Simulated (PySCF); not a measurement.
Species: C₆H₄F₃O (doublet state).
Cartesian coordinates in Å at the GFN2-xTB level; atoms count from 1:
```
atom  x, y, z in Å
O1    -1.096   -1.312   -1.369
C2    -1.025   -0.374   -0.624
C3     0.172    0.121    0.063
C4     1.470    0.121   -0.706
C5     2.441    0.115    0.418
C6     1.310   -0.907    0.271
C7    -2.293    0.462   -0.277
F8    -2.133    1.750   -0.618
F9    -3.387    0.016   -0.882
F10   -2.527    0.445    1.049
H11    0.003    0.888    0.815
H12    3.440   -0.234    0.201
H13    2.383    0.864    1.200
H14    1.242   -1.957    0.438
```

The hyperfine couplings belong to this conformer and change with its torsions.

As a line formula: `O=C([C@@H]1[C]2C[C@H]21)C(F)(F)F` [radical].

Computed, not measured: PySCF 2.14.0, UKS B3LYP, pcH-1 on C F H O, non-relativistic, mean-field spin-orbit, GIAO. Isolated species at its GFN2-xTB geometry (one conformer only). Couplings are sensitive to structure, and on GFN2-xTB geometries they can be far from those on DFT ones. The SCF solution wasn't tested for stability.

Principal values of hyperfine tensors in MHz (contact and dipolar terms together), for some of the nuclei:

```csv
atom,isotope,A1,A2,A3
C4,13C,514.12,517.24,682.33
H14,1H,54.88,57.35,73.81
C5,13C,3.05,5.71,35.02
C3,13C,3.38,6.02,28.55
H13,1H,-16.68,-11.74,0.24
H11,1H,-14.73,-10.89,0.25
H12,1H,-1.12,0.15,16.22
F10,19F,1.38,1.82,9.65
```

(1) Give the isotropic coupling of each nucleus in MHz and in mT (g = 2.0030), and the anisotropic part.

(2) What spin density at the nucleus of H13 lies behind its contact coupling (g_N = 5.58569)?

(3) C6 (13C, g_N = 1.40482) isn't in the table. Its spin density at the nucleus is -0.01912 bohr⁻³. What is its contact coupling?

(4) Name the largest traceless tensor T of the table and describe it.

(5) What first-order splitting does C5 cause when the field lies along A1, A2 or A3 of its tensor (g taken as isotropic, no quadrupole term)?

Results:

(1) a_iso = (A1 + A2 + A3)/3, Ti = Ai − a_iso; 1 mT corresponds to 28.035 MHz.

| atom | a_iso (MHz) | a_iso (mT) | T1 | T2 | T3 |
| --- | --- | --- | --- | --- | --- |
| C4 | 571.23 | 20.376 | -57.11 | -53.99 | 111.10 |
| H14 | 62.01 | 2.212 | -7.13 | -4.66 | 11.79 |
| C5 | 14.59 | 0.521 | -11.54 | -8.89 | 20.43 |
| C3 | 12.65 | 0.451 | -9.27 | -6.63 | 15.90 |
| H13 | -9.39 | -0.335 | -7.29 | -2.34 | 9.63 |
| H11 | -8.46 | -0.302 | -6.27 | -2.44 | 8.71 |
| H12 | 5.08 | 0.181 | -6.21 | -4.93 | 11.14 |
| F10 | 4.28 | 0.153 | -2.90 | -2.46 | 5.36 |

(2) a_FC = (2μ0/3) gₑ μB g_N μN ρ(0)/(2S·h) = 800.24 MHz × g_N × ρ(0)/(2S), with ρ in bohr⁻³. With a_FC = -9.39 MHz and 2S = 1, ρ(0) = -0.002102 bohr⁻³. In magnitude that is 0.7 % of the 1/π = 0.318 of a free hydrogen atom.

(3) By the same relation, a_FC = -21.5 MHz. Its full tensor has the principal values -33.83, -29.35, -1.32 MHz.

(4) C4: -57.1, -54.0, 111.1 MHz, nearly axial, close to the ratio −1:−1:+2, the form that spin in one p orbital centred on that nucleus gives.

(5) 2 lines (I = 1/2), spaced by |A_i|/(g × 13.996): 0.11, 0.20, 1.25 mT along the axes of A1, A2 and A3.

Time: 1.8 min wall (with the writing of density and orbital grids); peak memory 0.97 GiB. Hardware: Arm Neoverse V1, one thread, no GPU, shared host with 32 logical CPUs at a one-minute load of 37.
